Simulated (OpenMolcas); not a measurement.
Computed levels of 4f⁵ in ions with 59 electrons, in cm-1 above ⁶H°_5/2.

| Item | Value |
| --- | --- |
| Program | OpenMolcas 26.06 |
| Method | MS-CASPT2, IPEA 0.25 Eh, imaginary shift 0.1 Eh |
| Basis | ANO-RCC-VQZP |
| Scalar Hamiltonian | DKH2, point nucleus |
| Spin-orbit coupling | RASSI with atomic mean-field integrals over the reference wave functions, term energies averaged over their components |

Active space for each ion: 5 electrons in 7 orbitals (4f); closed shells correlated by CASPT2: 5s 5p.

| Level | Pm2+ | Eu4+ |
| --- | --- | --- |
| ⁶H°_7/2 | 894 | 1404 |
| ⁶H°_9/2 | 1940 | 3030 |
| ⁶H°_11/2 | 3090 | 4800 |
| ⁶H°_13/2 | 4300 | 6660 |
| ⁶H°_15/2 | 5540 | 8560 |
| ⁶F°_1/2 | 5920 | 7900 |
| ⁶F°_3/2 | 6110 | 8200 |
| ⁶F°_5/2 | 6520 | 8840 |
| ⁶F°_7/2 | 7270 | 10000 |

**Question.** Estimate ⁶H°_15/2, ⁶F°_1/2, ⁶F°_3/2 for Sm3+ from its neighbours Pm2+ and Eu4+.

**Answer.** ⁶H°_15/2 is fine structure, which grows about as the fourth power of a screened charge, so the fourth roots are averaged: ((5540^0.25 + 8560^0.25) / 2)^4 = 6927. The calculation gives 7000, so the estimate is off by -1.0 %.
⁶F°_1/2 is another term, which grows about linearly with the charge: (5920 + 7900) / 2 = 6910. The calculation gives 6840, so the estimate is off by +1.0 %.
⁶F°_3/2 is another term, which grows about linearly with the charge: (6110 + 8200) / 2 = 7155. The calculation gives 7100, so the estimate is off by +0.8 %.

CASPT2 breaks the degeneracy within a term, and the mean is taken; among the terms shown or strongly mixed into the levels shown the widest spread is 440 cm-1 (4f⁵ ⁶H°, Pm2+). Blocks of more than 70 roots (2S+1 = 4 odd, 2 odd) ran without multistate coupling. High states are left out of the spin-orbit mixing, which shifts the levels that they would mix with. Levels of configurations outside the active space are missing.

° marks odd parity.
